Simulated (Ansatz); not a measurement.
Born–Oppenheimer molecular dynamics of AlF$_{2}$H$_{3}$OSi (8 atoms, charge 0, multiplicity 1). It starts from a relaxed structure.

Level of theory: RHF/def2-SVP in Ansatz.

```json
{
  "ensemble": "NVT, Nosé–Hoover chain",
  "time step": "0.5 fs",
  "steps asked": "150",
  "set temperature": "1000 K",
  "thermostat": "time constant 100 fs, chain length 1",
  "seed": "715554"
}
```

First frame:

```xyz
8
Properties=species:S:1:pos:R:3
Al -0.050 0.022 -0.161
O -0.712 -0.228 1.338
Si -1.398 -0.465 2.811
H -2.517 -1.426 2.692
H -0.394 -1.006 3.753
H -1.912 0.820 3.333
F 1.570 0.029 -0.388
F -0.991 0.274 -1.476
```

Q: How far do the bonds stretch over the last three quarters of this one trajectory? (Pairs bonded in most of those frames.)

A: 
```json
{"bond": "Al1–O2", "mean (Å)": "1.662", "spread (Å)": "0.016", "shortest": "1.63", "longest": "1.69"}
{"bond": "Al1–F7", "mean (Å)": "1.649", "spread (Å)": "0.042", "shortest": "1.58", "longest": "1.71"}
{"bond": "Al1–F8", "mean (Å)": "1.637", "spread (Å)": "0.037", "shortest": "1.59", "longest": "1.69"}
{"bond": "O2–Si3", "mean (Å)": "1.648", "spread (Å)": "0.025", "shortest": "1.61", "longest": "1.69"}
{"bond": "Si3–H4", "mean (Å)": "1.487", "spread (Å)": "0.019", "shortest": "1.45", "longest": "1.52"}
{"bond": "Si3–H5", "mean (Å)": "1.489", "spread (Å)": "0.027", "shortest": "1.44", "longest": "1.53"}
{"bond": "Si3–H6", "mean (Å)": "1.496", "spread (Å)": "0.067", "shortest": "1.39", "longest": "1.59"}
```

Mean temperature of the second half: 730 K. The conserved energy stayed within 0.25 meV per atom of its start (net change 0.19 meV per atom), so the integration is sound. The mean temperature of the second half is 27 % below the set value. A run of 0.075 ps of so small a system gives no equilibrium averages.

Time of the run: 4.2 min on 1 thread of Arm Neoverse V1, with other jobs on the host, peak memory 0.16 GiB.
